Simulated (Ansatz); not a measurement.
# Which method gave which barrier?

Saddle point of BH3OF2, singlet (BHF₂ ([F][BH][F]) + H₂O → BHOF₂ ([OH][B]([F])[F]) + H₂; bonds formed: H2–H5; dative contacts that become bonds: B1–O6; bonds broken: B1–H2, H5–O6), PBE0-D4/def2-TZVP structure:

| atom | x (Å) | y (Å) | z (Å) |
| --- | --- | --- | --- |
| B1 | -0.3787 | -0.3296 | -0.1469 |
| H2 | 0.2726 | 0.1203 | -1.2794 |
| F3 | -0.4653 | -1.6596 | -0.1996 |
| F4 | -1.5083 | 0.3837 | 0.0168 |
| H5 | 0.8458 | 0.3891 | -0.4341 |
| O6 | 0.7588 | 0.1587 | 0.7741 |
| H7 | 0.4753 | 0.9374 | 1.2692 |

Ansatz 0.2.0; basis: def2-TZVPP, with def2-QZVPP for the basis limit; cores frozen in the correlated methods. Extrapolation: Hartree–Fock as exp(−7.88 √X), correlation as X^−2.97. Four methods, as single points on the PBE0-D4 structures, gave these electronic barriers from the start structure: 75.8, 103.8, 135.9, 169.1 kJ/mol.

Problem. The methods were, in alphabetical order, BHLYP-D4, HF, r2SCAN-D4, SPW92. Which gave which? (A judgement: the text doesn't fix the answer.)

Solution. Computed: SPW92 75.8; r2SCAN-D4 103.8; BHLYP-D4 135.9; HF 169.1 kJ/mol. For comparison, CCSD(T) at an estimated basis limit (MP2 extrapolated from triple and quadruple zeta, plus CCSD(T) − MP2 in triple zeta) gives 126.8 kJ/mol.

T1 diagnostic: at most 0.013.

The step is the kind of ligand exchange by which a precursor binds to a hydroxyl group, or is hydrolysed, in atomic layer deposition of oxides.

Labels in which every atom is bracketed show which atoms are joined, not bond orders.

For scale, one of the runs: CCSD(T)/def2-TZVPP, 166 basis functions, launched by `ansatz run in.yaml --threads 2 --pin off --events-out ev --progress --plain --max-ram 4352MiB`. Time: 19 s of wall clock on 2 CPU threads of an Intel Xeon 6975P-C; the host was shared. Peak host memory: 1.6 GiB.
